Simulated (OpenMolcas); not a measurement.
## Os5+: effect of the active space

```json
{
 "Program": "OpenMolcas 26.06",
 "Method": "CASSCF or its RAS form",
 "Basis": "ANO-R2",
 "Scalar Hamiltonian": "X2C, finite nucleus",
 "Spin-orbit coupling": "RASSI with atomic mean-field integrals over the reference wave functions, term energies averaged over their components"
}
```

A. 3 electrons in 5 orbitals (5d); 2S+1 = 4 even, 10 roots; 2S+1 = 2 even, 40 roots; cost about 13 core-seconds
B. 9 electrons in 8 orbitals (RAS1 5p, at most 2 holes; RAS2 5d); 2S+1 = 4 even, 10 roots; 2S+1 = 2 even, 40 roots; cost roughly 30 core-seconds
C. 3 electrons in 10 orbitals (5d 6d); 2S+1 = 4 even, 10 roots; 2S+1 = 2 even, 40 roots; cost roughly 25 core-seconds

Energies in cm-1 above 5d3 4F 3/2, the measured ground level; measured values from the list in Brasseur, Palmeri and Quinet, Atoms 13, 11 (2025).

| Level | A | B | C | Measured |
| --- | --- | --- | --- | --- |
| 5d3 4F 3/2 | 0.0 | 0.0 | 0.0 | 0.0 |
| 5d3 4F 5/2 | 6077 | 6517 | 6114 | 6397 |
| 5d3 4F 7/2 | 11384 | 12013 | 11416 | 11444 |
| 5d3 4F 9/2 [65 %] | 15261 | 15962 | 15277 | 14678 |
| 5d3 4P 1/2 [73 %] | 19403 | 18995 | 19286 | 16772 |
| 5d3 2G 7/2 | 24946 | 25605 | 24774 | 22920 |
| 5d3 2H 9/2 [56 %] | 25717 | 26860 | 25541 | 24028 |
| 5d3 4P 5/2 | 27106 | 27012 | 27130 | 24828 |
| 5d3 2P 1/2 [73 %] | 32688 | 32247 | 32550 | 28860 |
| 5d3 2H 11/2 | 34729 | 36321 | 34635 | 32156 |
| 5d3 2D 5/2(1) | 38181 | 37854 | 38018 | 34418 |
| 5d3 2G 9/2 [55 %] | 39222 | 40589 | 39166 | 37019 |
| 5d3 2P 3/2 [58 %] | 44257 | 43760 | 44083 | 40203 |
| 5d3 2F 5/2 | 45424 | 45373 | 45177 | 39601 |
| 5d3 2F 7/2 | 45926 | 46139 | 45691 | 40447 |
| 5d3 2D 3/2(2) | 68087 | 66347 | 67311 |  |
| 5d3 2D 5/2(2) | 68534 | 66736 | 67911 | 61005 |

Deviations, from unrounded energies. A percentage is the sum of absolute deviations over the sum of measured energies, with the sign that they share, or ± where signs differ.

| Against measurement | Levels | A | B | C |
| --- | --- | --- | --- | --- |
| mean absolute deviation (cm-1) | 15 | 3000 | 3100 | 2800 |
| fine structure of the ground term (%) | 3 | ±3.0 | +6.1 | ±2.8 |
| other terms of the ground configuration (%) | 12 | +10.9 | +11.2 | +10.4 |

C lies closest to measurement on these levels and B furthest from it. The largest miss of C in the table is 5d3 2D 5/2(2), by +6900 cm-1. The ranking rests on the paired levels alone, and a cruder setting can come out closer through cancelling errors.

Among A to C the level of the table that moves most is 5d3 2D 5/2(2), by 1800 cm-1 (lowest in B, highest in A).

Without dynamic correlation excited terms often stand tens of per cent too high (terms of higher spin than the ground term too low), and those without a measured partner can miss by more than the paired ones. Active for correlation alone: 5p; no level in the range computed is led by a configuration that opens it, so any true level of that kind is missing (holds for B). Active for correlation alone: 6d; no level in the range computed is led by a configuration that fills it, so any true level of that kind is missing (holds for C). Computed and measured levels are paired by configuration, term and J; levels that our copy of the source lacks, or whose pairing is in doubt (as where it misses far off the trend of its configuration), stay unpaired and out of the deviations. Only configurations of the active space appear. The table leaves out levels that lie high or whose names do not pair safely across all columns.

A share in square brackets marks a mixed level and gives the weight of the term that names it, the lowest over the columns. A number in round brackets counts repeated terms of one configuration in the order of the reference energies.
